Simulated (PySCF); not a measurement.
## Zn⁺: interval between two levels

Zn⁺ [Ar] 3d10 4s1 [2S1/2, M_J = 1/2] → Zn⁺ [Ar] 3d9 4s1 4p1 [4F9/2, M_J = 9/2], as a difference of total energies. Computed with PySCF 2.14 in x2c-TZVPall-2c, with the two-component X2C-1e Hamiltonian. Correlated levels: [Ne] frozen; the 6 highest virtual spinors dropped. "Screened" scales the spin-orbit matrix elements by Boettger's factors to mimic the two-electron term; Breit and QED terms are absent.

```
                    method  interval between two levels (cm⁻¹)
           GHF (spin-free)                               88614
          GMP2 (spin-free)                              111190
 GHF (screened spin-orbit)                               87870
GMP2 (screened spin-orbit)                              110470
```

The labels give the starting determinants; with spin-orbit coupling the two ends relaxed to ⟨J²⟩ = 0.75, ⟨L²⟩ = 0.00, ⟨S²⟩ = 0.75 and ⟨J²⟩ = 24.76, ⟨L²⟩ = 12.02, ⟨S²⟩ = 3.75.
